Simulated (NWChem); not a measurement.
Correlation energy of sulfur difluoride (F2S)

```xyz
3

F      1.2275     0.0000    -0.4916
S      0.0000     0.0000     0.5530
F     -1.2275     0.0000    -0.4916
```
Charge 0, spin multiplicity 1.

Everything below was run with NWChem. All single points use one geometry, from PBE0/def2-SVP, a minimum by its harmonic frequencies.

Basis set: 6-311G**. Each correlation energy counts from its own Hartree-Fock reference.

The correlated methods keep 7 core orbitals frozen. The Pople sets run with spherical d functions. No row is a measurement; the coupled-cluster row has its own basis-set and correlation limits.

### Question
For the correlation energy, MP2 gives -539.8 mHa and SCS-MP2 gives -523.9 mHa. What do CR-CCSD[T], CR-CCSD(T), CCSD give?

### Answer
CR-CCSD[T]: -564.3 mHa; CR-CCSD(T): -563.3 mHa; CCSD: -551.4 mHa.
